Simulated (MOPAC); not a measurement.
A run for MOPAC: PM3 on BH3O (SMILES BO), a point of a bond scan (R = 2.384 Å).

```
PM3 1SCF PRECISE CHARGE=0 THREADS=1
BH3O

B     -0.44836328 1    -0.55342233 1     0.06101432 1
H     -0.22802360 1    -2.12163415 1     1.84258834 1
H     -1.30242775 1    -0.64193468 1    -0.77341615 1
O      0.44517449 1     0.45958125 1     0.02792633 1
H      0.32104168 1     1.06992460 1    -0.70686739 1
```

The log:

```
*******************************************************************************
 **                                                                           **
 **                              MOPAC v23.2.5                                **
 **                                                                           **
 *******************************************************************************
 ** MOPAC's Digital Object Identifier: https://doi.org/10.5281/zenodo.6511958 **
 **                                                                           **
 ** Please cite the open-source release paper for use of this MOPAC version:  **
 ** J. E. Moussa and J. J. P. Stewart (2026)                                  **
 ** MOPAC: An open-source semiempirical molecular orbital program             **
 ** J. Open Source Softw., 11(119), 8025, https://doi.org/10.21105/joss.08025 **
 *******************************************************************************

                              PM3 CALCULATION RESULTS

 *******************************************************************************
 *  PM3        - The PM3 Hamiltonian to be used
 *
 *
 *
 *                 CHARGE ON SYSTEM = 0
 *
 *
 *
 *  PRECISE    - TIGHTER CRITERIA TO BE USED
 *  1SCF       - DO 1 SCF AND THEN STOP
 *  THREADS=1  - MULTI-THREADING NOT USED
 *  T=         - A TIME OF 172800.0 SECONDS REQUESTED
 *  DUMP=N     - RESTART FILE WRITTEN EVERY 7200.0 SECONDS REQUESTED
 *******************************************************************************
PM3 1SCF PRECISE CHARGE=0 THREADS=1
 BH3O

   ATOM   CHEMICAL          X               Y               Z
  NUMBER   SYMBOL      (ANGSTROMS)     (ANGSTROMS)     (ANGSTROMS)

     1       B         -0.44836328  *  -0.55342233  *   0.06101432  *
     2       H         -0.22802360  *  -2.12163415  *   1.84258834  *
     3       H         -1.30242775  *  -0.64193468  *  -0.77341615  *
     4       O          0.44517449  *   0.45958125  *   0.02792633  *
     5       H          0.32104168  *   1.06992460  *  -0.70686739  *



          CARTESIAN COORDINATES

    NO.       ATOM           X           Y           Z

     1         B         -0.4484     -0.5534      0.0610
     2         H         -0.2280     -2.1216      1.8426
     3         H         -1.3024     -0.6419     -0.7734
     4         O          0.4452      0.4596      0.0279
     5         H          0.3210      1.0699     -0.7069

  H: (PM3): J. J. P. STEWART, J. COMP. CHEM. 10, 209 (1989).
  B: (PM3): J. J. P. STEWART, J. MOL. MOD., 10, 155-164 (2004)
  O: (PM3): J. J. P. STEWART, J. COMP. CHEM. 10, 209 (1989).

           Empirical Formula: H3 O B  =     5 atoms



      MOLECULAR POINT GROUP   :   Cs


      RHF CALCULATION, NO. OF DOUBLY OCCUPIED LEVELS = 6


 -------------------------------------------------------------------------------
 PM3 1SCF PRECISE CHARGE=0 THREADS=1
 BH3O



     1SCF WAS SPECIFIED, SO BFGS WAS NOT USED
     SCF FIELD WAS ACHIEVED


                              PM3 CALCULATION
                                                       MOPAC v23.2.5 Linux




          FINAL HEAT OF FORMATION =         55.48212 KCAL/MOL =     232.13719 KJ/MOL


          COSMO AREA              =         75.62 SQUARE ANGSTROMS
          COSMO VOLUME            =         54.41 CUBIC ANGSTROMS

          IONIZATION POTENTIAL    =          9.433824 EV
          HOMO LUMO ENERGIES (EV) =         -9.434 -0.892
          NO. OF FILLED LEVELS    =          6
          MOLECULAR WEIGHT        =         29.8331         POINT GROUP:  Cs

          MOLECULAR DIMENSIONS (Angstroms)

            Atom       Atom       Distance
            H     5    H     2     4.12156
            O     4    H     3     2.13574
            H     2    B     1     0.00000


          SCF CALCULATIONS        =          1





   ATOM   CHEMICAL          X               Y               Z
  NUMBER   SYMBOL      (ANGSTROMS)     (ANGSTROMS)     (ANGSTROMS)

     1       B         -0.44836328  *  -0.55342233  *   0.06101432  *
     2       H         -0.22802360  *  -2.12163415  *   1.84258834  *
     3       H         -1.30242775  *  -0.64193468  *  -0.77341615  *
     4       O          0.44517449  *   0.45958125  *   0.02792633  *
     5       H          0.32104168  *   1.06992460  *  -0.70686739  *

                             CARTESIAN COORDINATES

   1    B       -0.448363280    -0.553422330     0.061014320
   2    H       -0.228023600    -2.121634150     1.842588340
   3    H       -1.302427750    -0.641934680    -0.773416150
   4    O        0.445174490     0.459581250     0.027926330
   5    H        0.321041680     1.069924600    -0.706867390


           Empirical Formula: H3 O B  =     5 atoms



      MOLECULAR POINT GROUP   :   Cs


                  EIGENVALUES
 -38.62730 -20.76011 -18.38672 -14.25292 -13.58943  -9.43382  -0.89215   1.74962
   3.55985   4.30073   5.59693


              NET ATOMIC CHARGES AND DIPOLE CONTRIBUTIONS

  ATOM NO.   TYPE          CHARGE      No. of ELECS.   s-Pop       p-Pop
    1          B          -0.089437        3.0894     1.23121     1.85823
    2          H           0.048786        0.9512     0.95121
    3          H           0.026079        0.9739     0.97392
    4          O          -0.183293        6.1833     1.70216     4.48113
    5          H           0.197865        0.8021     0.80214
 DIPOLE           X         Y         Z       TOTAL
 POINT-CHG.    -0.111     0.272    -0.388     0.487
 HYBRID         0.081     0.932    -0.829     1.250
 SUM           -0.029     1.204    -1.217     1.712


          ATOMIC ORBITAL ELECTRON POPULATIONS

     Atom    s        px        py        pz
    1  B   1.23121   0.57360   0.61681   0.66782
    2  H   0.95121
    3  H   0.97392
    4  O   1.70216   1.62528   1.38811   1.46774
    5  H   0.80214

 **********************
 *                    *
 * JOB ENDED NORMALLY *
 *                    *
 **********************




 == MOPAC DONE ==
```

The run finished.

Cost: about 0.020 core-seconds (a rough figure).
